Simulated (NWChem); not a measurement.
A series in which one site is exchanged, each optimised at PBE0/def2-SVP with NWChem, gas phase unless a solvent is named. Some are not confirmed as minima by frequencies. def2 effective core potentials on I; no spin-orbit coupling.

A: [CH3][Be][F] (CH3BeF; site = F)
B: [CH3][Be][Cl] (CH3BeCl; site = Cl)
C: [Be]([CH3])[I] (CH$_{3}$BeI; site = I)
D: [BeH][CH3] (CH₄Be; site = H)

Task: Rank them by lowest singlet excitation, B3LYP/def2-SVPD, TDA (eV), lowest first.

Result: C (5.90), D (6.41), B (7.50), A (7.59)
